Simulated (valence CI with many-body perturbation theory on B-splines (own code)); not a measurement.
**Level structure of Ru3+**

Computed by relativistic CI+MBPT: five valence electrons over a frozen Dirac-Fock core [Kr], radial functions for each j: 7 s, 7 p, 8 d, 6 f, 4 g, 1 h, with the one-electron correlation potential Σ1 (screened to all orders), the two-electron term Σ2, the three-electron term Σ3, Breit, model QED; selected single and double excitations, second order for the rest, scaled by the run's own slope (own B-spline code, finite nucleus).

No measured spectrum was set against this ion. As an estimate, terms of the open shell hold to 2 to 4 % of their energy, and close levels can change places; different configurations can be misplaced against each other by 1,000 to 8,000 cm⁻¹. Among the levels kept, up to 990 cm⁻¹ of a level comes from second order outside the variational space, and about a tenth of that is noise between levels of different J, which matters for small intervals. Only levels of the ground parity were solved; by the run's estimate the other parity begins above the list, which can be wrong where configurations are misplaced.

Levels 1 to 31 of 31, with energies above the lowest level, 4d5 6S_5/2. "Leading %" is the weight of the configuration and term that name the level; weights of strongly mixed levels are sums over their largest components and can fall short, so below about 35 % the name and the second component can differ from the true leading terms, or belong to a minority configuration. Lifetimes count E1, E2, E3, M1 and M2 decay at the calculated energies, and are blank where another channel may lead or the interval is too uncertain; long ones can be off by a factor of two.

```tsv
No.	Configuration	Term	J	E (eV)	Leading %	Lifetime	g
1	4d5	6S	5/2	0.0000	98		1.998
2	4d5	4G	5/2	2.780	94	58.9 s	0.586
3	4d5	4G	7/2	2.812	96	1220 s	0.988
4	4d5	4G	11/2	2.826	97		1.270
5	4d5	4G	9/2	2.832	98	5550 s	1.172
6	4d5	4P	5/2	3.138	57	233 ms	1.492
7	4d5	4P	3/2	3.194	60	347 ms	1.520
8	4d5	4P	1/2	3.280	73	55.1 s	1.985
9	4d5	4D	7/2	3.437	95	4.56 s	1.420
10	4d5	4D	1/2	3.536	73	2.94 s	0.678
11	4d5	4D	5/2	3.602	59	369 ms	1.441
12	4d5	4D	3/2	3.604	60	497 ms	1.395
13	4d5	2I	11/2	4.032	93		0.933
14	4d5	2I	13/2	4.097	98	104 s	1.077
15	4d5	2D	5/2	4.427	49	184 ms	1.070
16	4d5	2D	3/2	4.537	57	461 ms	0.646
17	4d5	4F	7/2	4.651	57		1.171
18	4d5	4F	9/2	4.655	71	761 ms	1.266
19	4d5	4F	5/2	4.740	83	698 ms	1.014
20	4d5	2F	7/2	4.843	61		1.170
21	4d5	4F	3/2	4.884	57	434 ms	0.571
22	4d5	2H	9/2	4.961	57	417 ms	1.035
23	4d5	2G	7/2	5.128	84	1.53 s	0.927
24	4d5	2F	5/2	5.139	54	192 ms	1.009
25	4d5	2H	11/2	5.172	92		1.083
26	4d5	2G	9/2	5.307	54	683 ms	1.052
27	4d5	2F	5/2	5.480	87	505 ms	0.885
28	4d5	2F	7/2	5.489	89	857 ms	1.146
29	4d5	2S	1/2	5.981	96	264 ms	1.998
30	4d5	2D	3/2	6.704	97	183 ms	0.801
31	4d5	2D	5/2	6.753	94	138 ms	1.192
```

Names give the largest LS component (configuration and term), which can be under half, so a name can repeat, a term be missing and a line seem to break the LS rules; names also repeat where a configuration has a term twice.

The ionisation energy to 4d4 5D_0 of the next ion comes out as 45.291 eV (NIST: 45 ± 1.7 eV (theoretical)). All 31 levels together are meant to be complete up to 6.981 eV.
